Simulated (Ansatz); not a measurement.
CH9GeNSi can be A, `C[N]([SiH3])[GeH3]`, or B, `[CH3][GeH2][NH][SiH3]`.

Program: Ansatz. Geometries: PBE0-D4/def2-TZVP. ΔE: electronic, gas phase. CCSD(T)/CBS adds triple-zeta CCSD(T) − MP2 to the extrapolated MP2 energy (def2 sets, frozen cores). Functionals use def2-TZVPP. B3LYP here is the variant with VWN-RPA as its local correlation; programs differ in this. For Ge outer-core shells are correlated without core-valence functions, which leaves a few kJ/mol of doubt a bond. Scalar relativity is left out up to krypton. One conformer a species, not always the lowest.

(1) Which isomer does CCSD(T)/CBS put lower? Give the gap. (Best estimate.)

(2) Give E(B) − E(A) in kcal/mol with CCSD(T)/def2-TZVPP, B3LYP, BLYP-D4, HF/def2-TZVPP, ωB97M-V, CCSD/def2-TZVPP, MP2/def2-TZVPP. (An estimate is asked.)

(3) Does the order hold for the free energy at 298.15 K (harmonic terms from PBE0-D4)? (Best estimate.)

Largest T1 diagnostic: 0.011.

Results:

(1) The calculation gave: B, by 18.6 kcal/mol.

(2) The calculation gave: CCSD(T)/def2-TZVPP -18.3, B3LYP -18.0, BLYP-D4 -16.6, HF/def2-TZVPP -18.4, ωB97M-V -18.1, CCSD/def2-TZVPP -18.5, MP2/def2-TZVPP -19.1. None reverses the order clearly.

(3) The calculation gave: Yes: G(B) − G(A) = -18.9 kcal/mol, for one conformer each. Modes under 60 cm⁻¹, often nearly free rotors, make the harmonic entropy too high.

The D4 term adds +0.8 kcal/mol with B3LYP and +0.4 kcal/mol with PBE0; it sums over pairs of atoms, weighted by their polarisabilities, and B3LYP, whose exchange is more repulsive, gets the larger term. At CCSD(T), def2-SVP lies +5.2 kcal/mol from the extrapolated value and def2-TZVPP +0.3 kcal/mol.
